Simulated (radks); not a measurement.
Coherent X-ray form factor from a spherical all-electron density. All-electron calculation, non-relativistic Kohn-Sham, TPSS, spin-polarised, spherical densities, point nucleus; meta-GGA in the generalised Kohn-Sham scheme. Program: a radial shooting solver on a logarithmic mesh with Libxc functionals.

sin(theta)/lambda (1/angstrom),f0 (electrons)
0.05,8.975
0.1,8.899
0.15,8.775
0.2,8.606
0.25,8.395
0.3,8.147
0.4,7.564
0.5,6.902
0.6,6.205
0.8,4.861
1,3.737
1.25,2.727
1.5,2.097
2,1.498

The species is in the configuration that NIST lists as its ground one. Which atom or ion scatters so?

Answer. The chlorine ion Cl8+, [He] 2s2 2p5. Extrapolating in s^2 from the first two rows gives f0(0) = 9.0, near the electron count 9; among species with that count, the fall with angle is slower the higher Z, and the table is that of Z = 17; from so few rows the species is fixed only to a neighbour or two.
